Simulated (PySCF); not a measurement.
Compound: C4H8NO2Si (doublet state).
Geometry (GFN2-xTB, Å), atoms numbered from 1 in this order:
```xyz
16
C4H8NO2Si angstrom
C      2.3217   -0.3778    0.7251
N      1.1086   -0.1864    0.4997
C      0.6404   -0.0437   -0.8546
O     -0.2246   -1.0819   -1.1754
C     -1.2655   -1.3302   -0.2274
Si    -2.1649    0.3043    0.1996
C     -0.8328    1.6538   -0.0610
O      0.1089    1.2247   -1.0474
H      2.6387   -0.4805    1.7534
H      3.0871   -0.4494   -0.0530
H      1.4547   -0.1193   -1.5997
H     -0.8332   -1.7827    0.6754
H     -1.8944   -2.0791   -0.7104
H     -2.6330    0.2945    1.5896
H     -1.2159    2.5985   -0.4492
H     -0.3032    1.8640    0.8784
```

The hyperfine couplings belong to this conformer and change with its torsions.

The species is `C=NC1OC[SiH]CO1` [radical].

Method used: UKS B3LYP, pcH-1 on C H N O Si, non-relativistic, mean-field spin-orbit, GIAO in PySCF. One conformer (not necessarily the lowest) at the GFN2-xTB geometry, without solvent, vibrations or thermal averaging. A GFN2-xTB geometry isn't a minimum of the functional, and hyperfine couplings can be far from their values at a DFT geometry, by a factor of two or more for some ions and for spin on atoms past the first row. Stability of the SCF solution: not tested.

Principal values of hyperfine tensors in MHz (contact, dipolar and spin–orbit terms together), for some of the nuclei:

```json
{"atom": "Si6", "isotope": "29Si", "A1": "-647.18", "A2": "-389.77", "A3": "-388.91", "alike by the symmetry of this geometry": "none"}
{"atom": "H14", "isotope": "1H", "A1": "56.51", "A2": "66.33", "A3": "73.71", "alike by the symmetry of this geometry": "none"}
{"atom": "H16", "isotope": "1H", "A1": "48.88", "A2": "53.05", "A3": "56.94", "alike by the symmetry of this geometry": "H12"}
{"atom": "H13", "isotope": "1H", "A1": "10.77", "A2": "12.38", "A3": "22.97", "alike by the symmetry of this geometry": "H15"}
{"atom": "N2", "isotope": "14N", "A1": "0.53", "A2": "0.61", "A3": "0.95", "alike by the symmetry of this geometry": "none"}
{"atom": "C1", "isotope": "13C", "A1": "0.40", "A2": "0.44", "A3": "1.02", "alike by the symmetry of this geometry": "none"}
{"atom": "C3", "isotope": "13C", "A1": "-0.79", "A2": "-0.73", "A3": "0.41", "alike by the symmetry of this geometry": "none"}
{"atom": "O8", "isotope": "17O", "A1": "-2.18", "A2": "0.60", "A3": "0.71", "alike by the symmetry of this geometry": "O4"}
```

(1) Split each tensor into its isotropic and traceless parts, and turn a_iso into mT with g = 2.0040.

(2) What spin density at the nucleus of H16 lies behind its contact coupling (g_N = 5.58569)?

(3) C5 (13C, g_N = 1.40482) isn't in the table. Its spin density at the nucleus is 0.02013 bohr⁻³. What is its contact coupling?

(4) Which nucleus of the table has the largest anisotropic coupling, and what is its form?

(5) What first-order splitting does H16 cause when the field lies along A1, A2 or A3 of its tensor (g taken as isotropic, no quadrupole term)?

## Answers

(1) a_iso is a third of the trace, T = A − a_iso, and a(mT) = a(MHz)/(g × 13.996). The tensors hold a spin–orbit part: the run splits a_iso into a_FC + a_SO, and T includes its anisotropic share.

```csv
atom,a_iso (MHz),a_FC,a_SO,a_iso (mT),T1,T2,T3
Si6,-475.29,-476.19,0.91,-16.945,-171.90,85.52,86.38
H14,65.51,65.49,0.03,2.336,-9.01,0.82,8.19
H16,52.96,52.95,0.00,1.888,-4.07,0.09,3.98
H13,15.38,15.38,0.00,0.548,-4.60,-2.99,7.60
N2,0.70,0.70,0.00,0.025,-0.17,-0.08,0.25
C1,0.62,0.62,0.00,0.022,-0.22,-0.18,0.40
C3,-0.37,-0.37,0.00,-0.013,-0.42,-0.36,0.78
O8,-0.29,-0.28,-0.01,-0.010,-1.89,0.89,1.00
```

(2) a_FC = 800.24 MHz bohr³ × g_N × ρ(0)/(2S). With a_FC = 52.95 MHz and 2S = 1, ρ(0) = 0.01185 bohr⁻³. In magnitude that is 3.7 % of the 1/π = 0.318 of a free hydrogen atom.

(3) By the same relation, a_FC = 22.6 MHz. Its full tensor has the principal values 17.57, 18.46, 31.99 MHz.

(4) Si6: -171.9, 85.5, 86.4 MHz (the dipolar term alone has -171.1, 85.0, 86.1), axial, in the ratio +1:+1:−2, the form that spin in one p orbital centred on that nucleus gives (the nuclear moment is negative).

(5) 2 lines (I = 1/2), spaced by |A_i|/(g × 13.996): 1.74, 1.89, 2.03 mT along the axes of A1, A2 and A3.
